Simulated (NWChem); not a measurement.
# F₂Mg

SMILES: [F][Mg][F]
```xyz
3

Mg     0.0000     0.0000     0.0000
F      0.0000     0.0000     1.7682
F      0.0000     0.0000    -1.7682
```
Charge 0, spin multiplicity 1.

All runs are NWChem calculations. Structure: optimised with PBE/def2-SVP, a minimum by its harmonic frequencies.

Symmetry labels belong to the abelian group D2h used in the runs, with the axes of the coordinates shown; states degenerate in a higher group split over its labels.

The correlated methods keep 7 core orbitals frozen. The structure started from a generated list of species.

### Question
List the 8 singlet excitations that EOM-CCSD/def2-SVPD, 7 core orbitals frozen gives, with oscillator strengths.

### Answer
```json
[
 {"state": "1", "symmetry": "b3g", "energy (eV)": "7.80", "wavelength (nm)": "159", "f": "0.000"},
 {"state": "2", "symmetry": "b2g", "energy (eV)": "7.80", "wavelength (nm)": "159", "f": "0.000"},
 {"state": "3", "symmetry": "b2u", "energy (eV)": "8.00", "wavelength (nm)": "155", "f": "0.121"},
 {"state": "4", "symmetry": "b3u", "energy (eV)": "8.00", "wavelength (nm)": "155", "f": "0.121"},
 {"state": "5", "symmetry": "b1u", "energy (eV)": "8.52", "wavelength (nm)": "146", "f": "0.133"},
 {"state": "6", "symmetry": "au", "energy (eV)": "9.88", "wavelength (nm)": "126", "f": "0.000"},
 {"state": "7", "symmetry": "b1g", "energy (eV)": "9.98", "wavelength (nm)": "124", "f": "0.000"},
 {"state": "8", "symmetry": "ag", "energy (eV)": "9.98", "wavelength (nm)": "124", "f": "0.000"}
]
```
These are the lowest roots of each symmetry, so higher states are missing between them.
